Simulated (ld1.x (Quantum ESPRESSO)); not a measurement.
**Before and after: TM potential for Zr**

zirconium, norm-conserving Troullier–Martins (Kleinman–Bylander form), made with ld1.x (Quantum ESPRESSO) 7.5 (BLYP, fully relativistic). Core [Kr], reference 4d2 5s2 5p0. Waves: 5s (bound): rc 2.75 bohr; 5p (bound, empty): rc 3.35 bohr; 4d (bound): rc 2.85 bohr. Local part: all-electron potential smoothed inside 2.85 bohr (lloc = -1). Core correction: a·sin(br)/r model core inside 2.85 bohr.

Open shells are filled in proportion to 2j + 1 (rel_dist='average').

Change: wave 5s (bound): rc 2.75 bohr becomes 5s (bound): rc 2.02 bohr.

Cutoffs: the cutoffs (Ry, on a coarse ladder) from which the occupation-weighted sum of valence levels, in a spherical-Bessel basis at the reference potential, stays within 10 and 1 mRy of its value at 400 Ry; they do not see the model core or the augmentation charge, which bear on the density cutoff. Errors are all-electron minus pseudo energies relative to the spin-unpolarised reference configuration.

Q: Predict the effect on cutoff, ghosts and configuration errors.

A: The potential gets harder (21 Ry and 25 Ry → 40 Ry and 70 Ry); a bound ghost appears in s, which as a rule spoils a file; of the 7 tests that both files solve, the error grows in 6 and shrinks in 1 by more than 15 % and 0.3 meV (median size 19.9 → 110.9 meV). A smaller radius makes the pseudo-wave follow the all-electron one further in, where it bends more sharply, so more plane waves are needed.

```tsv
quantity	base	changed
cutoff, loose	21 Ry	40 Ry
cutoff, tight	25 Ry	70 Ry
loose cutoff by channel (10 mRy a level)	s 6 Ry, d 18 Ry	s 25 Ry, d 18 Ry
bound ghosts	none	s
error for 4d2 5s1 5p0, meV [ΔE 7.06 eV]	+19	+35
error for 4d2 5s0 5p0, meV [ΔE 20.11 eV]	+71	+244
error for 4d1 5s0 5p0, meV [ΔE 42.67 eV]	+147	+111
error for 4d2 5s1.5 5p0, meV [ΔE 2.82 eV]	+3.9	+7.1
error for 4d2 5s0 5p2, meV [ΔE 6.30 eV]	+20	+164
error for 4d2 5s1 5p1, meV [ΔE 3.06 eV]	+5.8	+31
error for 4d2 5s0 5p1, meV [ΔE 10.81 eV]	+44	+201
s: phases at 3.64 bohr within 0.05 rad from the reference energy up to (Ry; the scan ends near 5)	-0.1	-0.2
p1/2: phases at 3.64 bohr within 0.05 rad from the reference energy up to (Ry; the scan ends near 5)	0.5	0.5
p3/2: phases at 3.64 bohr within 0.05 rad from the reference energy up to (Ry; the scan ends near 5)	0.3	0.3
d3/2: phases at 3.64 bohr within 0.05 rad from the reference energy up to (Ry; the scan ends near 5)	0.8	0.8
d5/2: phases at 3.64 bohr within 0.05 rad from the reference energy up to (Ry; the scan ends near 5)	0.8	0.8
```

Base: These tests converged, but a pseudo level misses the all-electron one widely, so the file describes the atom poorly there or has found another state: 4d1 5s0 5p0: empty 5s by 3.1 eV (a node warning on the way). A true bound ghost makes a file unfit for plane-wave use even where its test errors are small: the radial tests pick states by their node count and pass the ghost by.
